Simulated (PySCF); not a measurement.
**Field gradients at the hydrogen positions**

Compound: C6H5F3O.
Z-matrix (Å and degrees, GFN2-xTB geometry), rows numbered from 1:
```
F 
C   1  1.3402
F   2  1.3404  1  106.59
F   2  1.3403  1  106.66  3   113.59
C   2  1.5087  1  112.22  3  -123.11
C   5  1.3269  2  123.29  1   120.24
C   6  1.5002  5  121.86  2   179.91
C   7  1.5040  6  109.42  5    -0.22
C   8  1.3219  7  122.56  6     0.22
O   5  1.3647  2  110.85  1   -59.87
H   6  1.0774  5  119.92  2    -0.09
H   7  1.0969  6  109.91  5   121.20
H   7  1.0969  6  109.90  5  -121.64
H   8  1.0772  7  117.65  6  -179.78
H   9  1.0781  8  124.48  7   179.97
```

Level: PBE0/pcSseg-1 (PySCF, non-relativistic); Q(2H) = 0.00286 b; rigid geometry, the same for H and D, with no vibrational averaging.

Problem. Rank these positions by the coupling χzz of a deuteron there, largest first.
A. H12 (methylene hydrogen)
B. H14 (vinylic hydrogen)
C. H11 (vinylic hydrogen)

Solution. B (225 kHz), C (221 kHz), A (197 kHz).

Problem. Tabulate Vzz, the asymmetry η and χzz = 234.96 MHz × Q × Vzz for every hydrogen position.

Solution. 
```
atom  bonded to  bond length (Å)  Vzz (au)     η  χzz (kHz)
 H11         C6            1.077    0.3287  0.07        221
 H12         C7            1.097    0.2930  0.04        197
 H13         C7            1.097    0.2930  0.04        197
 H14         C8            1.077    0.3347  0.08        225
 H15         C9            1.078    0.3245  0.10        218
```

Problem. A static deuteron (I = 1) shows a doublet split by (3/2)χ, (3/4)χ(1 + η) and (3/4)χ(1 − η) with the field along z, y and x of the gradient. What are these for H12?

Solution. With |χ| = 196.9 kHz and η = 0.035: 295, 153 and 142 kHz, to first order and without motion.

Isolated species at its GFN2-xTB geometry, gas phase. GFN2-xTB bond lengths can be off by several hundredths of an ångström, more for odd bonds, and the gradients follow them. These gradients aren't converged with respect to the basis.
